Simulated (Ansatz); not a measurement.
Species: sum formula BNH, net charge 0, doublet state. It need not be the lowest isomer of its formula. SMILES: B=[N]
Geometry: optimised at B3LYP-D3(BJ)/def2-TZVP (Ansatz, a program for electronic structure).

Quantity: atomisation energy (electronic, to ground-state atoms); the coupled-cluster value holds the core correlation from cc-pwCVTZ, in kcal/mol. Cores are frozen in the correlated levels unless marked. Open shells are spin-unrestricted. Spin-orbit coupling is left out. No relativistic terms. Basis-set limits of correlation are two-point, X^-3; Hartree-Fock from the larger set.

Level to compare with: CCSD(T)/CBS(aug-cc-pVTZ,aug-cc-pVQZ) plus the core term (Ansatz), 216.6 kcal/mol. It is a level with limits of its own, and the differences hold the functionals' basis error too.

Problem. Rank these functionals by how close they come to CCSD(T)/CBS(aug-cc-pVTZ,aug-cc-pVQZ), closest first: PBE0/def2-TZVPD (Ansatz); wB97X/def2-TZVPD (Ansatz); PBE/def2-TZVPD (Ansatz).

Solution. wB97X/def2-TZVPD (range-separated hybrid, 219.3 kcal/mol, difference 2.7), PBE0/def2-TZVPD (global hybrid, 220.6 kcal/mol, difference 4.0), PBE/def2-TZVPD (GGA, 230.6 kcal/mol, difference 14.0)
